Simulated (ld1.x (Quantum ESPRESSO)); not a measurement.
The numbers below are computed, except where a source is named.
Potentials for B (Z = 5) compared

Generated with ld1.x 7.5 (TM, RRKJ, ultrasoft, PAW), atompaw 4.2 or ONCVPSP 4.0.1. The cutoff is in Ry: for ld1.x and atompaw files where the sum of valence levels is converged to 10 mRy in a Bessel basis, for ONCV files where the hardest occupied wave has 1 mHa per electron of residual kinetic energy. The error is the largest all-electron minus pseudo excitation energy over each file’s own four to seven test configurations (ionisations up to +4, promotions, holes and added fractions of an electron), all of which were solved. The labels leave out finer settings (local radius, basis sizes, second energies), which also bear on the numbers. Spin-polarised tests are not counted. The rows are a selection from randomly drawn settings: files with unsolved tests, undetermined cutoffs or missed reference levels are left out.

| potential | cutoff (Ry) | largest error (meV) | bound ghosts |
| --- | --- | --- | --- |
| TM, PBEsol, scalar-relativistic, rc 1.00/3.35/3.50 (spd), local p, core correction yes, reference 2s2 2p1 | 55 | +354 | none |
| ultrasoft, LDA (PZ), non-relativistic, rc 1.95/2.80 (sp), local smoothed, core correction yes, reference 2s1.5 2p1.5 | 8 | +103 | none |
| ultrasoft, PBE, non-relativistic, rc 1.40/4.25 (sp), local smoothed, core correction yes, reference 2s2 2p1 | 10 | +188 | none |
| PAW, PBE, scalar-relativistic, rc 1.10/2.45/2.45 (spd), local smoothed, core correction yes, reference 2s2 2p1 | 25 | +9.4 | none |
| TM, revPBE, non-relativistic, rc 1.35/2.70/2.20 (spd), local p, core correction yes, reference 2s2 2p1 | 21 | +162 | none |
| ultrasoft, PBEsol, non-relativistic, rc 1.75/2.00 (sp), local smoothed, core correction yes, reference 2s2 2p1 | 12 | -7.9 | none |

**Question.** Fill in the row for B: RRKJ, PBE, scalar-relativistic, rc 1.45/2.30 (sp), local smoothed, core correction yes, reference 2s1 2p0.

**Answer.** cutoff 30 Ry, largest error +386 meV, bound ghosts: none.

**Question.** Fill in the row for B: ultrasoft, PBE, scalar-relativistic, rc 1.15/3.50 (sp), local smoothed, core correction no, reference 2s2 2p0.75.

**Answer.** cutoff 21 Ry, largest error +182 meV, bound ghosts: none.

**Question.** Fill in the row for B: PAW, LDA (PZ), non-relativistic, rc 0.60/2.10/1.80 (spd), local smoothed, core correction no, reference 1s2 2s1 2p2.

**Answer.** cutoff 200 Ry, largest error -169 meV, bound ghosts: none.
